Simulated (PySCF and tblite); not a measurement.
Results of a calculation; reference values are marked as such.
Stationary points of C6H5NO2 at GFN2-xTB, in Å:

Structure A

```
 1 C     2.517    0.496    0.275
 2 C     1.641   -0.160   -0.463
 3 C     0.183   -0.078   -0.261
 4 C    -0.510   -0.968    0.493
 5 C    -1.939   -0.840    0.654
 6 O    -2.673   -1.543    1.288
 7 O    -2.495    0.253   -0.030
 8 C    -1.717    1.052   -0.740
 9 N    -0.457    0.963   -0.898
10 H     3.576    0.417    0.099
11 H     2.209    1.137    1.084
12 H     1.955   -0.797   -1.279
13 H    -0.031   -1.789    1.001
14 H    -2.258    1.857   -1.222
```

Structure B

```
 1 C     2.487    0.729   -0.253
 2 C     1.670   -0.275    0.047
 3 C     0.224   -0.143    0.035
 4 C    -0.612   -1.175    0.342
 5 C    -2.042   -1.001    0.318
 6 O    -2.886   -1.817    0.565
 7 O    -2.457    0.292   -0.041
 8 C    -1.552    1.217   -0.319
 9 N    -0.288    1.095   -0.306
10 H     3.557    0.614   -0.240
11 H     2.091    1.694   -0.518
12 H     2.046   -1.252    0.316
13 H    -0.247   -2.152    0.612
14 H    -1.992    2.173   -0.582
```

Structure C

```
 1 C     2.560   -0.138    0.327
 2 C     1.606    0.345   -0.462
 3 C     0.175    0.176   -0.267
 4 C    -0.416   -0.509    0.751
 5 C    -1.852   -0.607    0.840
 6 O    -2.495   -1.174    1.680
 7 O    -2.541    0.047   -0.191
 8 C    -1.861    0.683   -1.131
 9 N    -0.599    0.788   -1.235
10 H     3.600    0.034    0.111
11 H     2.347   -0.716    1.209
12 H     1.853    0.924   -1.341
13 H     0.143   -1.002    1.527
14 H    -2.498    1.152   -1.874
```

Geometries: GFN2-xTB; energies: PBE0/pcSseg-1 + D3(BJ); zero-point and thermal terms from GFN2-xTB harmonic modes (soft modes blended into free rotors).

Question: Which structure is a saddle point, and along which motion?

Answer: A: one imaginary mode (117i cm⁻¹ at GFN2-xTB, mostly on C1, H11, H12), along the rotation about the C3–C2 bond (torsion C4–C3–C2–C1 from 180° to 360°, rising).

Question: Give their symmetry and energies above the lowest.

Answer: A C1, 8.2 kcal/mol; B Cs, 0.0 kcal/mol; C Cs, 2.8 kcal/mol.
